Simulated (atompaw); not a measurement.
Which change was made? (Sn, PAW (atompaw))

```
Element                 : tin
Generator               : atompaw 4.2.0.5
Type                    : PAW
Functional              : PBE
Relativity              : scalar-relativistic
Frozen core             : [Kr] 4d10
Valence charge          : 4
Reference configuration : 5s1 5p3
Partial waves           : 5s (bound): rc 2.00 bohr; 5s channel at 0.5 Ry: rc 2.00 bohr; 5p (bound): rc 2.20 bohr; 5p channel at 2 Ry: rc 2.20 bohr; 5d channel at 0.3 Ry: rc 2.15 bohr; 5d channel at 2.4 Ry: rc 2.20 bohr
Local potential         : troulliermartins scheme with l = 3 at 0.5 Ry, radius 1.70 bohr
Core correction         : smooth core density matched at 1.70 bohr
Augmentation charge     : sinc compensation charge, radius 2.05 bohr; PAW radius 2.20 bohr; waves and projectors: custom rrkj vanderbiltortho
```

Cutoffs, loose and tight: the cutoffs (Ry, on a coarse ladder) from which the occupation-weighted sum of valence levels, in a spherical-Bessel basis at the reference potential, stays within 10 and 1 mRy of its value at 400 Ry. They see the waves, projectors and local potential, not the compensation charge or the core.

The base gives: outcome: generated; cutoff, loose: 6 Ry; cutoff, tight: 15 Ry; bound ghosts: s, p, d.

(1) After one change the result is: outcome: generated; cutoff, loose: 10 Ry; cutoff, tight: 12 Ry; bound ghosts: s, p, d. Which change was it?
A. local potential troulliermartins scheme with l = 3 at 0.5 Ry, radius 0.94 bohr
B. local potential troulliermartins scheme with l = 3 at 0.5 Ry, radius 2.10 bohr
C. local potential troulliermartins scheme with l = 3 at 0.5 Ry, radius 1.86 bohr
D. local potential troulliermartins scheme with l = 3 at 0.5 Ry, radius 1.44 bohr

Results:

(1) D. The others give: local potential troulliermartins scheme with l = 3 at 0.5 Ry, radius 2.10 bohr → outcome: generated; cutoff, loose: 8 Ry; cutoff, tight: 18 Ry; bound ghosts: s, d | local potential troulliermartins scheme with l = 3 at 0.5 Ry, radius 0.94 bohr → outcome: failed: atompaw: The overlap operator has at least one negative eigenvalue! | local potential troulliermartins scheme with l = 3 at 0.5 Ry, radius 1.86 bohr → outcome: generated; cutoff, loose: 6 Ry; cutoff, tight: 15 Ry; bound ghosts: s, d, p.
